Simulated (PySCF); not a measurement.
# Exercise with solution: chemical shift, span and skew from a shielding tensor

Si(Cl)(Br)(Me)(NH2) (CH5BrClNSi), SMILES C[Si](N)(Cl)Br. Atoms are numbered in the order given.

```xyz
10

C      1.7499    -1.3589     0.3687
Si     0.2261    -0.5854    -0.3470
N     -0.8683    -1.7683    -0.9209
Cl     0.6842     0.6163    -1.9624
Br    -0.6462     0.7658     1.2203
H      1.4908    -1.9896     1.2332
H      2.2475    -1.9804    -0.3907
H      2.4477    -0.5812     0.7109
H     -1.1443    -2.5239    -0.3020
H     -1.6427    -1.4792    -1.5093
```

Geometry: PBE0-D3(BJ)/def2-SVP. One conformer was computed; it need not be the lowest.

GIAO shieldings from PBE/pcSseg-1 in PySCF, non-relativistic, no solvent. The symmetric part of the tensor of N3 has the principal values 182.4, 200.3, 239.1 ppm. The same nucleus in NH3 has σ = 267.0 ppm at this level (PySCF, at its B3LYP-D3(BJ)/def2-TZVP geometry). Without spin–orbit terms, shifts of atoms bonded to Cl or Br come out too high.

**Question.** Work out the isotropic shielding, the ¹⁵N shift against NH3, the span and the skew.

**Answer.** 
σ(iso) = (σ11 + σ22 + σ33)/3 = 207.3 ppm. δ = σ(ref) − σ(iso) = 267.0 − (207.3) = 59.7 ppm.
Span Ω = σ33 − σ11 = 56.7 ppm. Skew κ = 3(σ(iso) − σ22)/Ω = 0.37. Tumbling in solution averages the tensor to δ; in a static solid the shielding alone would spread this spin-1/2 line over Ω.
